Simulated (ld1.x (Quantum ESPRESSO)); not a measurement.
# An all-electron radial function and its pseudo partner (europium)

Columns: radius, all-electron u(r) and pseudo u(r) of the 5s shell (level -39.21 eV) of europium in the configuration [Kr] 4d10 4f7 5s2 5p6 5d0 6s2 6p0; PBE, non-relativistic, PAW scheme, ld1.x (Quantum ESPRESSO) 7.5.

| r (bohr) | all-electron | pseudo |
| --- | --- | --- |
| 0.202 | 0.3470 | 0.3844 |
| 0.404 | -0.4220 | 0.7233 |
| 0.606 | -0.3199 | 0.9801 |
| 0.808 | 0.2990 | 1.1336 |
| 1.010 | 0.7594 | 1.1809 |
| 1.212 | 0.9541 | 1.1362 |
| 1.414 | 0.9592 | 1.0260 |
| 1.616 | 0.8627 | 0.8812 |
| 1.818 | 0.7266 | 0.7290 |
| 2.020 | 0.5867 | 0.5867 |
| 2.222 | 0.4603 | 0.4603 |
| 2.424 | 0.3541 | 0.3541 |
| 2.626 | 0.2684 | 0.2684 |
| 2.828 | 0.2013 | 0.2013 |
| 3.030 | 0.1497 | 0.1497 |
| 3.232 | 0.1108 | 0.1108 |
| 3.434 | 0.0816 | 0.0816 |
| 3.636 | 0.0599 | 0.0599 |
| 3.838 | 0.0438 | 0.0438 |
| 4.040 | 0.0320 | 0.0320 |
| 4.242 | 0.0233 | 0.0233 |
| 4.444 | 0.0170 | 0.0170 |
| 4.646 | 0.0123 | 0.0123 |
| 4.848 | 0.0089 | 0.0089 |
| 5.050 | 0.0064 | 0.0064 |
| 5.252 | 0.0047 | 0.0047 |

Question: How many radial nodes do the two functions have?

Answer: The all-electron 5s function has n − l − 1 = 4 (the table is too coarse to show those close to the nucleus); the pseudo-wave has 0, since the states of the same l below it are removed with the core.

Question: At about which radius was the pseudo-wave matched?

Answer: 2.05 bohr, where the columns begin to agree (steps of 0.20 bohr).

Question: Where does each function peak?

Answer: Outermost all-electron maximum near 1.41 bohr, pseudo maximum near 1.01 bohr (to the table’s step).

Question: Is the pseudo-wave norm-conserving?

Answer: No, it belongs to a PAW set: the norm inside the radius is not constrained, and the difference is carried by the augmentation charge.
